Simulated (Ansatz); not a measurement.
Reaction (substitution at a C–C bond): `CCC(C(C)=O)C(C)=O` + `OC(F)F` → `CCOC(F)F` + `CC(=O)CC(C)=O`

Isolated molecules relaxed with PBE0-D4/def2-TZVP in Ansatz; ΔE leaves out vibrations. CCSD(T)/CBS adds triple-zeta CCSD(T) − MP2 to the extrapolated MP2 energy (def2 sets, frozen cores). DFT in def2-TZVPP. B3LYP here is the variant with VWN-RPA as its local correlation; programs differ in this. HSE06 is defined as in plane-wave codes. One conformer a species, not always the lowest.

`CCC(C(C)=O)C(C)=O`:

Z-matrix (Å, degrees):
```
C
C 1 1.519
H 1 1.094 2 112.0
H 1 1.093 2 111.2 3 119.9
H 1 1.092 2 111.0 3 -120.2
C 2 1.523 1 112.7 3 -60.6
H 2 1.092 1 111.2 3 62.6
H 2 1.094 1 109.7 3 178.9
C 6 1.528 2 111.9 1 -175.0
C 6 1.530 2 114.3 1 65.0
H 6 1.093 2 111.0 1 -53.8
O 9 1.205 6 121.2 2 -33.1
C 9 1.499 6 115.8 2 148.2
C 10 1.501 6 117.2 2 43.1
O 10 1.206 6 120.3 2 -139.4
H 13 1.093 9 110.2 6 46.4
H 13 1.095 9 109.0 6 -70.3
H 13 1.088 9 110.5 6 169.3
H 14 1.088 10 109.5 6 167.5
H 14 1.093 10 110.6 6 45.1
H 14 1.093 10 109.9 6 -72.7
```

`OC(F)F`:

Cartesian coordinates in Å:
```
O -0.259 -1.023 -0.269
C 0.206 0.136 0.233
F -0.803 0.915 0.696
F 0.829 0.873 -0.719
H -0.876 -0.828 -0.985
H 0.904 -0.074 1.044
```

`CCOC(F)F`:

Cartesian coordinates in Å:
```
C -1.092 -0.724 1.236
C 0.092 -0.062 0.585
O -0.215 0.137 -0.793
C 0.813 0.604 -1.527
F 0.447 0.561 -2.813
F 1.082 1.905 -1.227
H -1.980 -0.096 1.146
H -0.890 -0.887 2.296
H -1.303 -1.688 0.770
H 0.989 -0.691 0.666
H 0.311 0.903 1.052
H 1.746 0.039 -1.390
```

`CC(=O)CC(C)=O`:

```xyz
15

C    -0.718   -2.082   -0.344
C    -1.040   -0.639   -0.105
O    -1.897   -0.043   -0.706
C    -0.172    0.073    0.924
C     1.026    0.645    0.178
C     0.852    2.025   -0.377
O     2.024   -0.012    0.020
H    -0.973   -2.662    0.548
H    -1.275   -2.460   -1.199
H     0.359   -2.199   -0.498
H    -0.765    0.868    1.378
H     0.196   -0.625    1.676
H     0.788    2.741    0.448
H    -0.094    2.087   -0.921
H     1.689    2.284   -1.023
```

| level | ΔE (kJ/mol) | difference from CCSD(T)/CBS |
| --- | --- | --- |
| LDA (SPW92) | 42.9 | -2.0 |
| PBE-D4 | 39.4 | -5.5 |
| revPBE-D4 | 43.4 | -1.5 |
| BLYP-D4 | 34.9 | -10.0 |
| r2SCAN-D4 | 37.9 | -7.0 |
| B97M-V | 37.0 | -7.9 |
| B3LYP-D4 | 36.0 | -8.9 |
| r2SCANh-D4 | 39.0 | -5.9 |
| r2SCAN0-D4 | 40.5 | -4.4 |
| HSE06-D4 | 41.2 | -3.7 |
| BHLYP-D4 | 35.8 | -9.1 |
| CAM-B3LYP-D4 | 35.1 | -9.8 |
| ωB97X-V | 38.5 | -6.4 |
| ωB97M-V | 41.9 | -3.0 |
| B2PLYP | 33.7 | -11.2 |
| PBE-QIDH | 43.6 | -1.3 |
| PBE | 31.6 | -13.3 |
| BLYP | 19.7 | -25.2 |
| r2SCAN | 35.2 | -9.7 |
| PBE0 | 34.7 | -10.2 |
| B3LYP | 24.1 | -20.8 |
| r2SCANh | 36.1 | -8.8 |
| r2SCAN0 | 37.4 | -7.5 |
| BHLYP | 26.6 | -18.3 |
| CAM-B3LYP | 27.8 | -17.1 |
| LC-ωPBE | 37.1 | -7.8 |
| RPA@PBE/def2-TZVPP | 41.7 | -3.2 |
| MP2/def2-SVP | 53.2 | 8.3 |
| CCSD/def2-SVP | 43.2 | -1.7 |
| CCSD(T)/def2-SVP | 45.6 | 0.7 |
| HF/def2-TZVPP | 19.5 | -25.4 |
| MP2/def2-TZVPP | 52.2 | 7.3 |
| SCS-MP2/def2-TZVPP | 44.1 | -0.8 |
| CCSD/def2-TZVPP | 41.9 | -3.0 |
| CCSD(T)/def2-TZVPP | 45.0 | 0.1 |
| HF/def2-QZVPP | 18.8 | -26.1 |
| MP2/def2-QZVPP | 52.0 | 7.1 |
| SCS-MP2/def2-QZVPP | 44.0 | -0.9 |
| MP2/CBS(def2) | 52.2 | 7.3 |
| CCSD/CBS(def2) | 41.8 | -3.1 |
| CCSD(T)/CBS | 44.9 | 0 |

Largest T1 diagnostic among the species: 0.015.

Leaving LDA and LC-ωPBE aside and taking each functional with its dispersion term where it has one, the values spread over 9.9 kJ/mol, from B2PLYP to PBE-QIDH. LDA lies +11.3 kJ/mol from PBE without D4. In def2-TZVPP, CCSD(T) changes the Hartree–Fock value by +25.4 kJ/mol (the triples alone add +3.1 kJ/mol) and MP2 by +32.7 kJ/mol.
